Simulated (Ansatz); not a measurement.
`[BH2][Al]([NH2])[NH2]` at its PBE0-D4/def2-TZVP geometry, where that method's forces vanish. The species carries charge 0 and has multiplicity 1.

```json
{"atom": "B1", "x (Å)": "-1.326", "y (Å)": "1.504", "z (Å)": "0.245"}
{"atom": "Al2", "x (Å)": "0.072", "y (Å)": "-0.081", "z (Å)": "-0.013"}
{"atom": "N3", "x (Å)": "-0.409", "y (Å)": "-1.600", "z (Å)": "-0.798"}
{"atom": "N4", "x (Å)": "1.748", "y (Å)": "0.082", "z (Å)": "0.551"}
{"atom": "H5", "x (Å)": "-2.127", "y (Å)": "1.810", "z (Å)": "-0.595"}
{"atom": "H6", "x (Å)": "-1.382", "y (Å)": "2.167", "z (Å)": "1.243"}
{"atom": "H7", "x (Å)": "0.143", "y (Å)": "-2.440", "z (Å)": "-0.867"}
{"atom": "H8", "x (Å)": "-1.301", "y (Å)": "-1.739", "z (Å)": "-1.243"}
{"atom": "H9", "x (Å)": "2.078", "y (Å)": "0.858", "z (Å)": "1.100"}
{"atom": "H10", "x (Å)": "2.503", "y (Å)": "-0.561", "z (Å)": "0.378"}
```

For each bond, give half the difference of the two atoms' forces along it (eV/Å; positive pushes the atoms apart) under PBE-D4, r2SCAN-D4, B3LYP-D4, ωB97M-V in def2-TZVPP. (An estimate is asked.)

Ansatz gave: 
```
  bond  length (Å)  PBE-D4  r2SCAN-D4  B3LYP-D4  ωB97M-V
B1–Al2       2.129   -0.23      -0.06     -0.01    -0.02
 B1–H5       1.200    0.10      -0.01     -0.09    -0.11
 B1–H6       1.200    0.10      -0.01     -0.09    -0.11
Al2–N3       1.776    0.03       0.00      0.04     0.04
Al2–N4       1.776    0.03       0.00      0.04     0.04
 N3–H7       1.007    0.21       0.03      0.01    -0.02
 N3–H8       1.007    0.21       0.03      0.00    -0.01
 N4–H9       1.007    0.21       0.03      0.00    -0.01
N4–H10       1.007    0.21       0.03      0.01    -0.02
```

B3LYP here is the variant with VWN-RPA as its local correlation; programs differ in this.
